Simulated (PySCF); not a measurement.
Cost of one run: spin–spin coupling job, `CSCC1CCC1`.

Method: PBE0/pcSseg-0 indirect spin-spin coupling, non-relativistic, gas phase (PySCF 2.14.0, density-fitted response routines). Geometry: GFN2-xTB. Work: spin–spin couplings from 18 perturbed nuclei, spin–dipole term left out, density fitting. The command runs a driver script over a list of jobs; the input below is this job's line of settings and its coordinates in Å.

Command:
```bash
OMP_NUM_THREADS=1 python probes_run.py task.json out
```

Input:
```
{"job": {"kind": "j", "xc": "PBE0", "basis": "pcSseg-0"}, "charge": 0, "multiplicity": 1}
C      3.004466     0.083092    -0.400800
S      2.049906    -0.111118     1.130143
C      0.576825    -0.979620     0.493802
C     -0.309359    -0.097792    -0.361416
C     -1.723534    -0.647736    -0.636993
C     -2.329439     0.654660    -0.091609
C     -0.932295     1.117205     0.348659
H      3.980260     0.458707    -0.111084
H      3.107377    -0.882981    -0.887444
H      2.516615     0.797507    -1.057760
H      0.917839    -1.859077    -0.055646
H      0.044919    -1.302775     1.388770
H      0.213485     0.174710    -1.280188
H     -1.963297    -1.523310    -0.036437
H     -1.942380    -0.868703    -1.679776
H     -2.768320     1.282107    -0.864467
H     -3.053845     0.530705     0.710366
H     -0.780404     1.094735     1.425854
H     -0.618622     2.088935    -0.026271
```

Hardware: one thread of an Intel Xeon Platinum 8488C, shared host. PySCF's memory limit was set to 1200 MB.

How large is the basis?

91 functions for 64 electrons, with 853 fitting functions; the fitted three-index integrals, 853 × 91 × 92/2 numbers of 8 bytes, come to 27 MiB.

Estimate the wall time.

About 13 s. The SCF took 12 cycles.

Estimate the peak memory.

About 0.63 GiB. Peak memory is the resident size of the whole Python process, interpreter and libraries included.

The SCF part of the output:
```
coarse grid: 15584 points
cycle   1  E = -632.5686595269  dE =  6.214e-01  |g| = 2.466e-01  |ddm| = 4.352e+00
cycle   2  E = -632.5744320440  dE = -5.773e-03  |g| = 2.274e-01  |ddm| = 8.331e-01
cycle   3  E = -632.5877370995  dE = -1.331e-02  |g| = 2.592e-02  |ddm| = 3.341e-01
cycle   4  E = -632.5878875275  dE = -1.504e-04  |g| = 1.088e-02  |ddm| = 6.759e-02
cycle   5  E = -632.5879202151  dE = -3.269e-05  |g| = 1.081e-03  |ddm| = 2.114e-02
cycle   6  E = -632.5879204518  dE = -2.367e-07  |g| = 5.332e-04  |ddm| = 2.761e-03
final grid: 143464 points
cycle   7  E = -632.5947289779  dE = -3.296e-05  |g| = 7.289e-03  |ddm| = 3.853e-02
cycle   8  E = -632.5947231017  dE =  5.876e-06  |g| = 8.657e-03  |ddm| = 2.128e-02
cycle   9  E = -632.5947426672  dE = -1.957e-05  |g| = 3.747e-04  |ddm| = 1.398e-02
cycle  10  E = -632.5947427018  dE = -3.460e-08  |g| = 1.718e-04  |ddm| = 1.109e-03
cycle  11  E = -632.5947427091  dE = -7.352e-09  |g| = 2.197e-05  |ddm| = 2.343e-04
cycle  12  E = -632.5947427092  dE = -1.321e-10  |g| = 9.689e-06  |ddm| = 6.264e-05
converged SCF energy = -632.5947427092
```

On the final grid dE counts from the start density on that grid.

Other jobs ran on the host; a repeat could differ by tens of per cent or more.
